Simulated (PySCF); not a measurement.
PySCF input (HF/def2-TZVPD):

```python
from pyscf import gto, scf, dft

mol = gto.M(
    atom='''
    In   -0.00000000   -0.00000000   -1.75533115
    I     0.00000000    0.00000000    1.62285333
    ''',
    basis='def2-tzvpd',
    ecp='def2-tzvp',
    charge=1,
    spin=1,
    symmetry='C2v',
    verbose=4,
)

mf = scf.UHF(mol).density_fit(auxbasis='def2-universal-jkfit')
mf.conv_tol = 1e-9
mf.max_cycle = 100
mf.max_memory = 1500
mf.kernel()
if not mf.converged:
    mf = mf.newton()
    mf.kernel(mf.make_rdm1())
mf.analyze()
```

End of the output:

```
Extra cycle  E= -485.674103191279  delta_E= -1.25e-11  |g|= 1.44e-06  |ddm|= 8.4e-06
converged SCF energy = -485.674103191279  <S^2> = 0.78054851  2S+1 = 2.0303187
**** SCF Summaries ****
Total Energy =                        -485.674103191278846
Nuclear Repulsion Energy =              82.238858587438671
One-electron Energy =                -1007.296852608510449
Two-electron Energy =                  439.383890829792847
Two-electron Coulomb Energy =          476.214280887930158
DFT Exchange-Correlation Energy =      -36.830390058137311
HOMO-LUMO gap [eV] =                     8.109929553058421
Wave-function symmetry = A1
alpha occupancy for each irrep:     A1   A2   B1   B2
                                    11    2    5    5
beta  occupancy for each irrep:     A1   A2   B1   B2
                                    10    2    5    5
**** MO energy ****
alpha MO #1 (A1 #1), energy= -7.92249852501921 occ= 1
alpha MO #2 (A1 #2), energy= -5.78506350367267 occ= 1
alpha MO #3 (B1 #1), energy= -5.76278741255559 occ= 1
alpha MO #4 (B2 #1), energy= -5.76278740975662 occ= 1
alpha MO #5 (A1 #3), energy= -5.63688266299615 occ= 1
alpha MO #6 (B2 #2), energy= -3.88924089294741 occ= 1
alpha MO #7 (B1 #2), energy= -3.88924089188527 occ= 1
alpha MO #8 (A1 #4), energy= -3.88897978716701 occ= 1
alpha MO #9 (A1 #5), energy= -2.47598078882473 occ= 1
alpha MO #10 (B1 #3), energy= -2.46956449944932 occ= 1
alpha MO #11 (B2 #3), energy= -2.46956449549534 occ= 1
alpha MO #12 (A1 #6), energy= -2.45125927162599 occ= 1
alpha MO #13 (A2 #1), energy= -2.45125927162573 occ= 1
alpha MO #14 (A1 #7), energy= -1.27387705329995 occ= 1
alpha MO #15 (A1 #8), energy= -1.27346337462412 occ= 1
alpha MO #16 (A2 #2), energy= -1.27346337462173 occ= 1
alpha MO #17 (B1 #4), energy= -1.27307562232335 occ= 1
alpha MO #18 (B2 #4), energy= -1.27307562163953 occ= 1
alpha MO #19 (A1 #9), energy= -1.08146371579506 occ= 1
alpha MO #20 (A1 #10), energy= -0.668961609227988 occ= 1
alpha MO #21 (A1 #11), energy= -0.586024956330702 occ= 1
alpha MO #22 (B2 #5), energy= -0.554849794772823 occ= 1
alpha MO #23 (B1 #5), energy= -0.554849775649194 occ= 1
alpha MO #24 (B2 #6), energy= -0.175627716188153 occ= 0
alpha MO #25 (B1 #6), energy= -0.175627700330812 occ= 0
alpha MO #26 (A1 #12), energy= -0.153605863962917 occ= 0
alpha MO #27 (A1 #13), energy= -0.0824779652729752 occ= 0
alpha MO #28 (A1 #14), energy= -0.0433429998106466 occ= 0
alpha MO #29 (A1 #15), energy= -0.0394823756160073 occ= 0
alpha MO #30 (A2 #3), energy= -0.039482375616005 occ= 0
alpha MO #31 (B2 #7), energy= -0.038818915266388 occ= 0
alpha MO #32 (B1 #7), energy= -0.0388189133002719 occ= 0
alpha MO #33 (B2 #8), energy= -0.0298351018044283 occ= 0
alpha MO #34 (B1 #8), energy= -0.029835099386915 occ= 0
alpha MO #35 (A1 #16), energy= -0.0265970238915516 occ= 0
alpha MO #36 (A1 #17), energy= 0.0037623248739882 occ= 0
alpha MO #37 (B2 #9), energy= 0.0142025326618604 occ= 0
alpha MO #38 (B1 #9), energy= 0.0142025353372137 occ= 0
alpha MO #39 (A1 #18), energy= 0.0531793187195087 occ= 0
alpha MO #40 (A2 #4), energy= 0.0531793187192098 occ= 0
alpha MO #41 (B2 #10), energy= 0.0728407583111537 occ= 0
alpha MO #42 (B1 #10), energy= 0.0728407589088444 occ= 0
alpha MO #43 (A1 #19), energy= 0.0728514953091564 occ= 0
alpha MO #44 (A1 #20), energy= 0.110075414223274 occ= 0
alpha MO #45 (A1 #21), energy= 0.148982862314607 occ= 0
alpha MO #46 (A2 #5), energy= 0.148982862314712 occ= 0
alpha MO #47 (A1 #22), energy= 0.156687179783127 occ= 0
alpha MO #48 (B2 #11), energy= 0.168809815848895 occ= 0
alpha MO #49 (B1 #11), energy= 0.168809820029415 occ= 0
alpha MO #50 (A1 #23), energy= 0.212924549862496 occ= 0
alpha MO #51 (B2 #12), energy= 0.224870118036711 occ= 0
alpha MO #52 (B1 #12), energy= 0.224870124014715 occ= 0
alpha MO #53 (A1 #24), energy= 0.286500750703228 occ= 0
alpha MO #54 (A1 #25), energy= 0.348665010608755 occ= 0
alpha MO #55 (A2 #6), energy= 0.348665010607803 occ= 0
alpha MO #56 (B2 #13), energy= 0.349415593845743 occ= 0
alpha MO #57 (B1 #13), energy= 0.34941559768276 occ= 0
alpha MO #58 (A1 #26), energy= 0.394458666020613 occ= 0
alpha MO #59 (B2 #14), energy= 0.496741017286935 occ= 0
alpha MO #60 (B1 #14), energy= 0.496741021488462 occ= 0
alpha MO #61 (A1 #27), energy= 0.557970856656032 occ= 0
alpha MO #62 (A1 #28), energy= 0.614650203843635 occ= 0
alpha MO #63 (B1 #15), energy= 0.647148280266843 occ= 0
alpha MO #64 (B2 #15), energy= 0.647148280266836 occ= 0
alpha MO #65 (A1 #29), energy= 0.650140931776917 occ= 0
alpha MO #66 (A2 #7), energy= 0.650140931776674 occ= 0
alpha MO #67 (B2 #16), energy= 0.668201695700541 occ= 0
alpha MO #68 (B1 #16), energy= 0.668201700276869 occ= 0
alpha MO #69 (A1 #30), energy= 0.782766491298977 occ= 0
alpha MO #70 (A1 #31), energy= 0.933816911744794 occ= 0
alpha MO #71 (A2 #8), energy= 0.933816911743909 occ= 0
alpha MO #72 (B2 #17), energy= 0.944565611464976 occ= 0
alpha MO #73 (B1 #17), energy= 0.944565612837639 occ= 0
alpha MO #74 (B1 #18), energy= 0.964328686590972 occ= 0
alpha MO #75 (B2 #18), energy= 0.964328686590971 occ= 0
alpha MO #76 (A1 #32), energy= 1.0212531156729 occ= 0
alpha MO #77 (A2 #9), energy= 1.02125311567354 occ= 0
alpha MO #78 (A1 #33), energy= 1.03904025396076 occ= 0
alpha MO #79 (B2 #19), energy= 1.05356508707593 occ= 0
alpha MO #80 (B1 #19), energy= 1.05356509038821 occ= 0
alpha MO #81 (A1 #34), energy= 1.09927852373838 occ= 0
alpha MO #82 (B2 #20), energy= 1.29236395153707 occ= 0
alpha MO #83 (B1 #20), energy= 1.292363956252 occ= 0
alpha MO #84 (A1 #35), energy= 1.38250449359622 occ= 0
alpha MO #85 (A1 #36), energy= 1.61434886426196 occ= 0
alpha MO #86 (A2 #10), energy= 1.61434886426096 occ= 0
alpha MO #87 (B2 #21), energy= 1.6258884314907 occ= 0
alpha MO #88 (B1 #21), energy= 1.62588843409647 occ= 0
alpha MO #89 (A1 #37), energy= 1.6765223581412 occ= 0
alpha MO #90 (B1 #22), energy= 2.2200890744902 occ= 0
alpha MO #91 (B2 #22), energy= 2.2200890744902 occ= 0
alpha MO #92 (A1 #38), energy= 2.2231125151067 occ= 0
alpha MO #93 (A2 #11), energy= 2.22311251510621 occ= 0
alpha MO #94 (B1 #23), energy= 2.25082636328378 occ= 0
alpha MO #95 (B2 #23), energy= 2.25082636256399 occ= 0
alpha MO #96 (A1 #39), energy= 2.35830913163427 occ= 0
alpha MO #97 (A1 #40), energy= 2.8307077701349 occ= 0
alpha MO #98 (A1 #41), energy= 3.29715635966443 occ= 0
alpha MO #99 (A2 #12), energy= 3.29715635966434 occ= 0
alpha MO #100 (B1 #24), energy= 3.30290883039728 occ= 0
alpha MO #101 (B2 #24), energy= 3.30290883438665 occ= 0
alpha MO #102 (B1 #25), energy= 3.31292295384507 occ= 0
[...]
```
